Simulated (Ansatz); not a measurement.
H$_{5}$NO$_{3}$Si (`N[Si](O)(O)O`), relaxed with RKS PBE-D4/def2-SVP in Ansatz from a rough embedded geometry. The force threshold is 0.03 eV/Å; the program also tests the step.

Charge 0, multiplicity 1.

Start:

```xyz
10

N     1.125    0.153   -0.854
Si   -0.236   -0.007    0.200
O    -1.568    0.089   -0.711
O    -0.093    1.199    1.185
O    -0.070   -1.479    0.903
H     1.849    0.399   -0.244
H     0.909    0.941   -1.432
H    -1.658   -0.655   -1.409
H    -0.897    1.331    1.833
H     0.639   -1.972    0.530
```

```json
{"step": "1", "energy (eV)": "-15573.2838", "largest force (eV/Å)": "5.705", "largest move (Å)": "0.000"}
{"step": "2", "energy (eV)": "-15573.8757", "largest force (eV/Å)": "2.593", "largest move (Å)": "0.109"}
{"step": "3", "energy (eV)": "-15574.0099", "largest force (eV/Å)": "1.152", "largest move (Å)": "0.200"}
{"step": "4", "energy (eV)": "-15574.0685", "largest force (eV/Å)": "0.178", "largest move (Å)": "0.069"}
{"step": "5", "energy (eV)": "-15574.0772", "largest force (eV/Å)": "0.303", "largest move (Å)": "0.182"}
{"step": "6", "energy (eV)": "-15574.0826", "largest force (eV/Å)": "0.124", "largest move (Å)": "0.172"}
{"step": "7", "energy (eV)": "-15574.0952", "largest force (eV/Å)": "0.117", "largest move (Å)": "0.200"}
{"step": "8 (rejected)", "energy (eV)": "-15574.0265", "largest force (eV/Å)": "1.245", "largest move (Å)": "0.165"}
{"step": "9", "energy (eV)": "-15574.1026", "largest force (eV/Å)": "0.076", "largest move (Å)": "0.082"}
{"step": "10", "energy (eV)": "-15574.1098", "largest force (eV/Å)": "0.060", "largest move (Å)": "0.100"}
{"step": "11 (rejected)", "energy (eV)": "-15574.0959", "largest force (eV/Å)": "0.703", "largest move (Å)": "0.146"}
{"step": "12", "energy (eV)": "-15574.1141", "largest force (eV/Å)": "0.039", "largest move (Å)": "0.073"}
{"step": "13", "energy (eV)": "-15574.1158", "largest force (eV/Å)": "0.194", "largest move (Å)": "0.075"}
{"step": "14", "energy (eV)": "-15574.1192", "largest force (eV/Å)": "0.076", "largest move (Å)": "0.113"}
{"step": "15", "energy (eV)": "-15574.1195", "largest force (eV/Å)": "0.037", "largest move (Å)": "0.079"}
{"step": "16", "energy (eV)": "-15574.1198", "largest force (eV/Å)": "0.120", "largest move (Å)": "0.056"}
{"step": "17", "energy (eV)": "-15574.1208", "largest force (eV/Å)": "0.036", "largest move (Å)": "0.032"}
{"step": "18 (rejected)", "energy (eV)": "-15574.1180", "largest force (eV/Å)": "0.339", "largest move (Å)": "0.044"}
{"step": "19", "energy (eV)": "-15574.1209", "largest force (eV/Å)": "0.043", "largest move (Å)": "0.013"}
{"step": "20", "energy (eV)": "-15574.1210", "largest force (eV/Å)": "0.016", "largest move (Å)": "0.006"}
```

End:

```xyz
10

N     1.325    0.345   -0.732
Si   -0.175    0.035    0.055
O    -1.484    0.223   -0.968
O    -0.181    1.114    1.333
O    -0.336   -1.552    0.590
H     1.872    1.135   -0.385
H     1.349    0.307   -1.753
H    -2.041   -0.576   -1.000
H    -0.846    0.915    2.014
H     0.517   -1.947    0.844
```

It took 31 s on 4 threads of a server CPU on a shared host, with 0.14 GiB of host memory at the peak.
